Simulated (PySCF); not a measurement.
Electron correlation in Ne+ (neon, charge +1)

[He] 2s1 2p6, 2S determinant (an excited configuration). All numbers are calculated (PySCF 2.14, no relativity, point nucleus, in aug-cc-pVDZ). Frozen: 1s2; 7 electrons correlated.

```tsv
level	correlation energy (mhartree)
CCSD	-248.01
(T)	-5.85
CCSD(T)	-253.86
CCSDT	-254.50
```

Diagnostics: T1 = 0.0077, D1 = 0.0230, largest double amplitude 0.067.

Cost of the coupled-cluster step: about 0.4 core-seconds, for 7 correlated electrons.

Iterations:

```
CC2 = 0
CCSD nocc = (np.int64(4), np.int64(3)), nmo = (22, 22)
frozen orbitals [[0], [0]]
max_cycle = 100
direct = 0
conv_tol = 1e-08
conv_tol_normt = 1e-06
diis_space = 8
diis_start_cycle = 0
Init t2, MP2 energy = -0.215933828574384
Init E_corr(UCCSD) = -0.215933828574745
cycle = 1  E_corr(UCCSD) = -0.233719317806924  dE = -0.0177854892  norm(t1,t2) = 0.053515
cycle = 2  E_corr(UCCSD) = -0.241061191820175  dE = -0.00734187401  norm(t1,t2) = 0.0274384
cycle = 3  E_corr(UCCSD) = -0.247522940585977  dE = -0.00646174877  norm(t1,t2) = 0.01655
cycle = 4  E_corr(UCCSD) = -0.247981317396907  dE = -0.000458376811  norm(t1,t2) = 0.00629327
cycle = 5  E_corr(UCCSD) = -0.24790078224958  dE = 8.05351473e-05  norm(t1,t2) = 0.00359378
cycle = 6  E_corr(UCCSD) = -0.248023598541101  dE = -0.000122816292  norm(t1,t2) = 0.000588038
cycle = 7  E_corr(UCCSD) = -0.24801410847988  dE = 9.49006122e-06  norm(t1,t2) = 8.64358e-05
cycle = 8  E_corr(UCCSD) = -0.248012995901617  dE = 1.11257826e-06  norm(t1,t2) = 2.17604e-05
cycle = 9  E_corr(UCCSD) = -0.248014280488478  dE = -1.28458686e-06  norm(t1,t2) = 4.84781e-06
cycle = 10  E_corr(UCCSD) = -0.248013886524864  dE = 3.93963614e-07  norm(t1,t2) = 1.57544e-06
cycle = 11  E_corr(UCCSD) = -0.248013902521502  dE = -1.5996638e-08  norm(t1,t2) = 3.32683e-07
cycle = 12  E_corr(UCCSD) = -0.248013912429098  dE = -9.9075961e-09  norm(t1,t2) = 8.58804e-08
UCCSD converged
E(UCCSD) = -126.9236490965999  E_corr = -0.2480139124290981
UCCSD(T) correction = -0.00585104449468919
```
